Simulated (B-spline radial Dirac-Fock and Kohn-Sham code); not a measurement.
# Relativistic shifts of the levels of Ce²⁷⁺

System: the Ce²⁷⁺ ion, [Ar] 3d10 4s2 4p1.

Both columns are ΔSCF binding energies of the configuration average from a radial B-spline solver: non-relativistic Hartree-Fock with a point nucleus, and Dirac-Fock with a finite nucleus and the Coulomb interaction alone, averaged over the two j levels with weights 2j+1.

```tsv
shell	Hartree-Fock (eV)	Dirac-Fock (eV)	shift (eV)	shift (%)
1s	39580.4	41539.3	+1958.93	+4.95
2s	6991.4	7491.1	+499.73	+7.15
2p	6648.2	6805.8	+157.64	+2.37
3s	2187.2	2306.6	+119.38	+5.46
3p	2037.7	2081.0	+43.21	+2.12
3d	1768.7	1761.7	-6.99	-0.40
4s	986.1	1023.2	+37.07	+3.76
4p	934.2	948.7	+14.51	+1.55
```

Relativity binds 1s, 2s, 2p, 3s, 3p, 4s, 4p more strongly, among those listed most of all 2s in relative terms, and 3d more weakly, because the contracted s and p shells screen the nucleus better.

Values without a named source are computed, but for edge energies of neutral atoms, which are taken from tables.
